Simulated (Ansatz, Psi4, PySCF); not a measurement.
C$_{6}$H$_{15}$B, charge -1, doublet, at a GFN2-xTB geometry (a state made from the parent by changing its charge; the spin is typed, not shown lowest) (in this run its highest filled SCF level lies above zero, so its values depend strongly on the basis, on diffuse functions most of all). Base run: PySCF with B3LYP/6-31G*.

PySCF was given this input:
```python
from pyscf import gto, scf, dft

mol = gto.Mole()
mol.atom = '''
    B    -0.199781   -0.261703   -0.081444
    C     0.987355    0.439794   -0.965433
    C     1.891906   -0.547391   -1.728562
    H     1.654347    1.049172   -0.334151
    H     0.574586    1.127098   -1.719802
    H     1.297747   -1.145029   -2.420808
    H     2.377066   -1.232119   -1.032686
    H     2.678311   -0.043437   -2.308481
    C    -1.719786    0.053635   -0.585278
    C    -2.198504    1.499230   -0.319077
    H    -2.453312   -0.610837   -0.102603
    H    -1.826985   -0.119859   -1.666512
    H    -1.536195    2.208516   -0.814528
    H    -2.172010    1.708068    0.749726
    H    -3.222057    1.685735   -0.676075
    C     0.010949   -0.190215    1.540641
    C     1.065438   -1.167370    2.082391
    H    -0.931885   -0.403434    2.064203
    H     0.320482    0.816577    1.884593
    H     2.031088   -0.968531    1.618472
    H     0.788510   -2.195800    1.846443
    H     1.195068   -1.093703    3.171340
'''
mol.basis = '6-31g*'
mol.charge = -1
mol.spin = 1
mol.verbose = 4
mol.build()

mf = dft.UKS(mol)
mf.xc = 'b3lyp'
mf.kernel()
```

The same geometry, method and basis name were run in Ansatz (an electronic-structure program) and Psi4 and PySCF, at each program's defaults and at the settings that a row names. The base is PySCF at its defaults. Differences at the defaults can come from grids, fitting, cores and function types together.

```json
[
 {"code and settings": "PySCF, defaults (exact integrals, its default grid, spherical functions)", "ΔE vs base (mEh)": "0.000", "basis functions": "128", "E (Eh)": "-262.47894", "SCF cycles": "11"},
 {"code and settings": "Psi4, defaults (density fitting with its default set, its default grid, Cartesian functions)", "ΔE vs base (mEh)": "-4.633", "basis functions": "135", "E (Eh)": "-262.48358", "SCF cycles": "10"},
 {"code and settings": "Ansatz, defaults (factorised integrals, its default grid, Cartesian functions)", "ΔE vs base (mEh)": "-4.516", "basis functions": "135", "E (Eh)": "-262.48346", "SCF cycles": "-"},
 {"code and settings": "PySCF, density fitting with def2-universal-jkfit", "ΔE vs base (mEh)": "-0.107", "basis functions": "128", "E (Eh)": "-262.47905", "SCF cycles": "11"},
 {"code and settings": "PySCF, fine grid", "ΔE vs base (mEh)": "-0.009", "basis functions": "128", "E (Eh)": "-262.47895", "SCF cycles": "11"},
 {"code and settings": "Psi4, exact integrals, spherical functions, fine grid", "ΔE vs base (mEh)": "-0.008", "basis functions": "128", "E (Eh)": "-262.47895", "SCF cycles": "14"},
 {"code and settings": "Ansatz, high accuracy, Cartesian functions as the basis file defines them", "ΔE vs base (mEh)": "-4.511", "basis functions": "135", "E (Eh)": "-262.48345", "SCF cycles": "-"}
]
```

Open shells are given as the SCF converged; they aren't shown to be the lowest states, and a large step between rows can be another state.
